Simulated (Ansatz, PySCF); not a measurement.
System: sum formula SiHS, charge 1, multiplicity 1. It need not be the lowest isomer of its formula. 
Structure (B3LYP-D3(BJ)/def2-TZVP (Ansatz, a first-principles code) minimum search):
SMILES: [SH+]=[Si]
```xyz
3

Si     0.9711    -0.5809     0.0183
S     -0.7579     0.5467    -0.0113
H     -1.4692    -0.6142    -0.0767
```
Charge +1, spin multiplicity 1.

Total electronic energies in hartree. Correlated levels leave the core frozen unless marked. No spin-orbit coupling. Non-relativistic. CBS marks a two-point X^-3 extrapolation of the correlation energy; Hartree-Fock from the larger set (for Q and 5 zeta extrapolated as (X+1)exp(-9√X)).

```tsv
level	program	energy (Eh)
HF/def2-TZVPD	PySCF	-686.77741
HF/def2-TZVPP	Ansatz	-686.77749
BLYP/def2-TZVPD	PySCF	-688.00069
BP86/def2-TZVPD	PySCF	-688.05903
M06-L-D4/def2-TZVPD	PySCF + dftd4	-687.97846
PBE0/def2-TZVP	Ansatz	-687.72487
TPSSh-D3(BJ)/def2-TZVPD	PySCF + dftd3	-688.02015
r2SCANh-D4/def2-TZVPD	Ansatz + dftd4	-687.92405
MN15-D3(BJ)/def2-TZVPD	PySCF + dftd3	-687.76676
LC-wPBE/def2-TZVPD	Ansatz	-687.76185
MP2/CBS(aug-cc-pV(T+d)Z,aug-cc-pV(Q+d)Z)	Ansatz	-687.0797
SCS-MP2/def2-SVP	Ansatz	-686.73018
CCSD/cc-pVTZ	Ansatz	-687.06536
CCSD/CBS(def2-TZVPPD,def2-QZVPPD)	Ansatz	-687.1048
CCSD(T)/CBS(cc-pV(Q+d)Z,cc-pV(5+d)Z)	Ansatz	-687.1216
```

Totals of different functionals don't rank their quality; only differences between species are comparable.
